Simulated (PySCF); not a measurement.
Working out the ionisation energy of Tl

Tl [Xe] 4f14 5d10 6s2 6p1 (2P) → Tl⁺ [Xe] 4f14 5d10 6s2 (1S). Calculation: PySCF 2.14, in aug-cc-pVTZ-PP with ECP60MDF; scalar relativity through the core potential. Frozen: 5s2 5p6 5d10. Energies in hartree (1 hartree = 27.21139 eV):

```json
{"part": "UHF", "Tl (lower)": "-171.515187", "Tl⁺ (upper)": "-171.331175"}
{"part": "MP2 opposite-spin", "Tl (lower)": "-0.024040", "Tl⁺ (upper)": "-0.019942"}
{"part": "MP2 same-spin", "Tl (lower)": "-0.002250", "Tl⁺ (upper)": "0.000000"}
```

Problem. What does Hartree-Fock give?

Solution. (-171.331175) − (-171.515187) = 0.184012 hartree = 5.007 eV.

Problem. What do MP2 and SCS-MP2 (6/5 opposite-spin, 1/3 same-spin) give?

Solution. The opposite-spin parts differ by 0.112 eV and the same-spin parts by 0.061 eV. MP2: 5.007 + (0.112) + (0.061) = 5.180 eV. SCS-MP2: 5.007 + 1.2 × (0.112) + (0.061)/3 = 5.162 eV.

Measured between the centres of the two terms (NIST): 5.464 eV, so MP2 (valence) is off by -0.284 eV.

What remains against the reference includes basis incompleteness, the frozen core and correlation beyond second order.
